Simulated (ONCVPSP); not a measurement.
**Ge: ONCV pseudisation with PBEsol, fully relativistic reference atom.**

Ge, optimised norm-conserving Vanderbilt (ONCV), made with ONCVPSP 4.0.1 (PBEsol, fully relativistic). Core [Ne], reference 3s2 3p6 3d10 4s2 4p2. Waves: 3s+4s: rc 0.90 bohr, ncon 4, nbas 7, qcut 15 1/bohr, 2 projectors; 3p+4p: rc 1.05 bohr, ncon 4, nbas 9, qcut 11.5 1/bohr, 2 projectors; 3d: rc 0.90 bohr, ncon 4, nbas 8, qcut 16.7 1/bohr, local. Local part: the d channel. Core correction: none.

Open shells are filled in proportion to 2j + 1.

Poles of the logarithmic derivatives, all-electron (AE) and pseudo (PS). Narrow ghost or core levels that the grid stepped over were put in at their known energies. s: poles at -3.9 (AE) and -7.0, -3.9 (PS) Ha. p3/2: poles at -3.1 (AE) and -3.1 (PS) Ha. p1/2: poles at -3.3 (AE) and -3.3 (PS) Ha. d5/2: poles at 1.2 (AE) and 1.3 (PS) Ha. d3/2: poles at 1.1 (AE) and 1.3 (PS) Ha. Test radii: s 0.91, p3/2 1.07, p1/2 1.07, d5/2 0.91, d3/2 0.91 bohr.

- Cutoffs needed: 117 Ha and 130 Ha (the cutoffs (Ha) at which the residual kinetic energy of the hardest occupied pseudo-wave falls to 1 and 0.1 mHa per electron)
- Ghost test: ghosts flagged at negative energy: s at -191.2 eV; no localised positive-energy state flagged; a true bound ghost makes a file unfit for plane-wave use
- Largest excitation error: -107 meV (all-electron minus pseudo) for 3s1 3p6 3d10 4s2 4p2, out of 4 test configurations
